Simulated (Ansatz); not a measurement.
Calculation: PBE-D3(BJ)/def2-TZVP (Ansatz, a first-principles code). No frequencies were computed at this level.

Ansatz 0.2 input:
```yaml
crystal:
  periodic: [false, false, false]
  atoms:
    - { symbol: F, position_ang: [1.856401, 1.527217, 0.771667] }
    - { symbol: Si, position_ang: [1.941454, 0.317257, -0.301324] }
    - { symbol: Si, position_ang: [0.009904, -0.917531, -0.029841] }
    - { symbol: Si, position_ang: [-1.954881, 0.281724, 0.257097] }
    - { symbol: H, position_ang: [2.081992, 1.032929, -1.567206] }
    - { symbol: H, position_ang: [3.227473, -0.293191, 0.024521] }
    - { symbol: H, position_ang: [0.197083, -1.859575, 1.089671] }
    - { symbol: H, position_ang: [-0.09848, -1.808958, -1.199931] }
    - { symbol: H, position_ang: [-3.107199, -0.56665, 0.576689] }
    - { symbol: H, position_ang: [-1.843664, 1.264558, 1.336847] }
    - { symbol: H, position_ang: [-2.310083, 1.022218, -0.95819] }
basis:
  gaussian: { orbitals: def2-tzvp }
hamiltonian:
  xc: pbe
  dispersion: d3bj
relax:
  max_steps: 150
```

Output:

```
Functional definition: PBE
1220 factors; their error is unknown
mean field evaluation 1: about -26448.7144 eV, gradient 3.8e1 eV
mean field evaluation 2: about -26444.1364 eV, gradient 7.3e1 eV
mean field evaluation 4: about -26451.6936 eV, gradient 1.8e0 eV
mean field evaluation 8: about -26451.7027 eV, gradient 3.7e-2 eV
mean field evaluation 16: about -26451.6847 eV, gradient 3.3e-5 eV
mean field -26451.68471749 eV, -972.0814837718 hartree, gradient 3.3e-5 eV, S^2 0.000000; 0 other end points of the search recorded, 0 dependent functions left out
reference -26451.68476790 eV, -972.0814856244 hartree; 29, 29 occupied and 155, 155 virtual orbitals, 1220 factors
relax step   1: F+E_penalty+E_count = -26451.93111844 eV  Δ(F+E_penalty+E_count) = +0.000e0 eV  max|allowed force component| = 7.859e-1 eV/Å  Δτ_max = 0.0000 Å  (26 SCF iters, accepted)
these checks for a lower state are left out or cut short: starts, cluster_reference, orbital_swaps, neighbouring_geometries, increment
1220 factors; their error is unknown
mean field -26451.83917598 eV, -972.0871600168 hartree, gradient 2.5e-5 eV, S^2 0.000000; 0 other end points of the search recorded, 0 dependent functions left out
reference -26451.83922670 eV, -972.0871618806 hartree; 29, 29 occupied and 155, 155 virtual orbitals, 1220 factors
relax step   2: F+E_penalty+E_count = -26452.08731849 eV  Δ(F+E_penalty+E_count) = -1.562e-1 eV  max|allowed force component| = 2.676e-1 eV/Å  Δτ_max = 0.1344 Å  (27 SCF iters, accepted)
these checks for a lower state are left out or cut short: starts, cluster_reference, orbital_swaps, neighbouring_geometries, increment
1220 factors; their error is unknown
mean field -26451.86018423 eV, -972.0879320557 hartree, gradient 1.8e-5 eV, S^2 0.000000; 0 other end points of the search recorded, 0 dependent functions left out
reference -26451.86023496 eV, -972.0879339201 hartree; 29, 29 occupied and 155, 155 virtual orbitals, 1220 factors
relax step   3: F+E_penalty+E_count = -26452.10709423 eV  Δ(F+E_penalty+E_count) = -1.978e-2 eV  max|allowed force component| = 2.249e-1 eV/Å  Δτ_max = 0.1143 Å  (28 SCF iters, accepted)
these checks for a lower state are left out or cut short: starts, cluster_reference, orbital_swaps, neighbouring_geometries, increment
1220 factors; their error is unknown
mean field evaluation 32: about -26451.8638 eV, gradient 2.9e0 eV
mean field -26451.87017436 eV, -972.0882991862 hartree, gradient 1.3e-5 eV, S^2 0.000000; 0 other end points of the search recorded, 0 dependent functions left out
reference -26451.87022502 eV, -972.0883010479 hartree; 29, 29 occupied and 155, 155 virtual orbitals, 1220 factors
relax step   4: F+E_penalty+E_count = -26452.11716282 eV  Δ(F+E_penalty+E_count) = -1.007e-2 eV  max|allowed force component| = 7.192e-2 eV/Å  Δτ_max = 0.0513 Å  (27 SCF iters, accepted)
these checks for a lower state are left out or cut short: starts, cluster_reference, orbital_swaps, neighbouring_geometries, increment
1220 factors; their error is unknown
mean field -26451.87301978 eV, -972.0884037534 hartree, gradient 1.1e-5 eV, S^2 0.000000; 0 other end points of the search recorded, 0 dependent functions left out
reference -26451.87307051 eV, -972.0884056176 hartree; 29, 29 occupied and 155, 155 virtual orbitals, 1220 factors
relax step   5: F+E_penalty+E_count = -26452.11994570 eV  Δ(F+E_penalty+E_count) = -2.783e-3 eV  max|allowed force component| = 3.325e-2 eV/Å  Δτ_max = 0.0502 Å  (27 SCF iters, accepted)
these checks for a lower state are left out or cut short: starts, cluster_reference, orbital_swaps, neighbouring_geometries, increment
1220 factors; their error is unknown
mean field -26451.87447633 eV, -972.0884572805 hartree, gradient 1.3e-5 eV, S^2 0.000000; 0 other end points of the search recorded, 0 dependent functions left out
reference -26451.87452720 eV, -972.0884591499 hartree; 29, 29 occupied and 155, 155 virtual orbitals, 1220 factors
relax step   6: F+E_penalty+E_count = -26452.12148479 eV  Δ(F+E_penalty+E_count) = -1.539e-3 eV  max|allowed force component| = 5.684e-2 eV/Å  Δτ_max = 0.0819 Å  (28 SCF iters, accepted)
these checks for a lower state are left out or cut short: starts, cluster_reference, orbital_swaps, neighbouring_geometries, increment
1220 factors; their error is unknown
mean field -26451.87479494 eV, -972.0884689893 hartree, gradient 2.4e-5 eV, S^2 0.000000; 0 other end points of the search recorded, 0 dependent functions left out
reference -26451.87484579 eV, -972.0884708581 hartree; 29, 29 occupied and 155, 155 virtual orbitals, 1220 factors
relax step   7: F+E_penalty+E_count = -26452.12190508 eV  Δ(F+E_penalty+E_count) = -4.203e-4 eV  max|allowed force component| = 4.653e-2 eV/Å  Δτ_max = 0.0094 Å  (28 SCF iters, accepted)
these checks for a lower state are left out or cut short: starts, cluster_reference, orbital_swaps, neighbouring_geometries, increment
1220 factors; their error is unknown
mean field evaluation 64: about -26451.8745 eV, gradient 3.8e-4 eV
mean field -26451.87453705 eV, -972.0884595122 hartree, gradient 2.5e-5 eV, S^2 0.000000; 0 other end points of the search recorded, 0 dependent functions left out
reference -26451.87458788 eV, -972.0884613801 hartree; 29, 29 occupied and 155, 155 virtual orbitals, 1220 factors
relax step   8: F+E_penalty+E_count = -26452.12187232 eV  Δ(F+E_penalty+E_count) = +3.276e-5 eV  max|allowed force component| = 3.683e-2 eV/Å  Δτ_max = 0.0241 Å  (27 SCF iters, rejected (line search))
these checks for a lower state are left out or cut short: starts, cluster_reference, orbital_swaps, neighbouring_geometries, increment
1220 factors; their error is unknown
mean field -26451.87493024 eV, -972.0884739615 hartree, gradient 2.4e-5 eV, S^2 0.000000; 0 other end points of the search recorded, 0 dependent functions left out
reference -26451.87498107 eV, -972.0884758296 hartree; 29, 29 occupied and 155, 155 virtual orbitals, 1220 factors
relax step   9: F+E_penalty+E_count = -26452.12221536 eV  Δ(F+E_penalty+E_count) = -3.103e-4 eV  max|allowed force component| = 1.119e-2 eV/Å  Δτ_max = 0.0121 Å  (27 SCF iters, accepted)
these checks for a lower state are left out or cut short: starts, cluster_reference, orbital_swaps, neighbouring_geometries, increment
1220 factors; their error is unknown
mean field -26451.87495285 eV, -972.0884747922 hartree, gradient 2.4e-5 eV, S^2 0.000000; 0 other end points of the search recorded, 0 dependent functions left out
reference -26451.87500367 eV, -972.0884766601 hartree; 29, 29 occupied and 155, 155 virtual orbitals, 1220 factors
relax step  10: F+E_penalty+E_count = -26452.12237989 eV  Δ(F+E_penalty+E_count) = -1.645e-4 eV  max|allowed force component| = 7.858e-3 eV/Å  Δτ_max = 0.0294 Å  (27 SCF iters, accepted)
1220 factors; their error is unknown
mean field evaluation 96: about -26451.8750 eV, gradient 2.8e-4 eV
mean field -26451.87495285 eV, -972.0884747922 hartree, gradient 2.2e-5 eV, S^2 0.000000; 1 other end points of the search recorded, 0 dependent functions left out
reference -26451.87500367 eV, -972.0884766601 hartree; 29, 29 occupied and 155, 155 virtual orbitals, 1220 factors
Total energy: -26452.12243072 eV, -972.0975694363 hartree
Atom 0 at     1.930003     1.533754     0.886468 Å, force     0.001632    -0.004104    -0.003403 eV/Å
Atom 1 at     1.895603     0.394780    -0.275337 Å, force     0.003812     0.003300     0.001539 eV/Å
Atom 2 at     0.025490    -0.987163     0.053445 Å, force    -0.002650    -0.001737     0.001624 eV/Å
Atom 3 at    -1.930920     0.297176     0.220763 Å, force    -0.007858    -0.001379    -0.000303 eV/Å
Atom 4 at     1.809449     1.096449    -1.594484 Å, force     0.000586    -0.001935     0.002812 eV/Å
Atom 5 at     3.187558    -0.357291    -0.206397 Å, force    -0.003261     0.003698    -0.000679 eV/Å
Atom 6 at     0.210279    -1.822477     1.283936 Å, force     0.000494     0.001653    -0.001504 eV/Å
Atom 7 at    -0.061816    -1.906396    -1.129520 Å, force    -0.000306     0.001199     0.001355 eV/Å
Atom 8 at    -3.134841    -0.581178     0.358731 Å, force     0.004491     0.003370    -0.000876 eV/Å
Atom 9 at    -1.847226     1.197157     1.411914 Å, force     0.002049    -0.002724    -0.002973 eV/Å
Atom 10 at    -2.083578     1.135186    -1.009518 Å, force     0.001010    -0.001340     0.002408 eV/Å
Dipole moment:    -0.066564    -0.193105    -0.150837 e Å
```

Cost: very roughly 70 core-seconds.
